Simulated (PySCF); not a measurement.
Species: C₉H₂₁O₃V (singlet state).
SMILES with atom numbers: `[CH3:1][C:2]([CH3:3])([CH3:4])[O:5][V:6]([CH3:7])(=[O:8])[O:9][C:10]([CH3:11])([CH3:12])[CH3:13]` (hydrogens: H14, H15, H16 on C1; H17, H18, H19 on C3; H20, H21, H22 on C4; H23, H24, H25 on C7; H26, H27, H28 on C11; H29, H30, H31 on C12; H32, H33, H34 on C13)

Level of theory: PySCF 2.14.0, PBE0-D3(BJ)/def2-SVP geometry optimisation, gas phase.

(1) List the bond lengths, angles and torsions at this level.

## Answers

(1) 
```json
{"bond": "C1–C2 and 5 like bonds", "length (Å)": "1.525", "order": "single"}
{"bond": "C2–O5, O9–C10", "length (Å)": "1.425", "order": "single"}
{"bond": "O5–V6, V6–O9", "length (Å)": "1.734", "order": "single"}
{"bond": "V6–C7", "length (Å)": "2.014", "order": "single"}
{"bond": "V6=O8", "length (Å)": "1.558", "order": "double"}
{"bond": "C1–H14 and 17 like bonds", "length (Å)": "1.100", "order": "single"}
{"bond": "C7–H23, C7–H24, C7–H25", "length (Å)": "1.101", "order": "single"}
```

Bonds in one row agree within 0.01 Å and their mean is given. Orders are formal, as drawn. A selection of angles:
```json
{"angle": "C1–C2–C3", "degrees": "111.3"}
{"angle": "C1–C2–O5", "degrees": "106.3"}
{"angle": "C3–C2–O5", "degrees": "108.2"}
{"angle": "C4–C2–O5", "degrees": "108.5"}
{"angle": "C2–O5–V6", "degrees": "137.6"}
{"angle": "O5–V6–C7", "degrees": "107.0"}
{"angle": "O5–V6–O8", "degrees": "111.6"}
{"angle": "O5–V6–O9", "degrees": "114.2"}
{"angle": "C7–V6–O8", "degrees": "104.5"}
```

Dihedral angles: C1–C2–O5–V6 179° (antiperiplanar); C2–O5–V6–C7 112° (anticlinal); O5–V6–O9–C10 131° (anticlinal); V6–O9–C10–C11 180° (antiperiplanar).

Of the pairs four or more bonds apart, O8···H17 is among the closest relative to their van der Waals radii: 2.71 Å, 100 % of the sum of Bondi's values. The 3 O–V bonds span 1.558 Å (V6=O8, drawn double) to 1.734 Å (V6–O9, drawn single), a spread of 0.176 Å. V6 (vanadium bonded to C and 3 O) is distorted tetrahedral (angles from 104.5° to 114.2°). All 6 C–C bonds measure 1.523 to 1.525 Å.

PBE0-D3(BJ)/def2-SVP frequencies: not computed here.

Hardware: an Intel Xeon Platinum 8488C with 2 threads, no GPU, shared host. Cost: 6.9 min wall, 16 min CPU, 2.8 GiB resident at most. These figures are those of the optimisation.
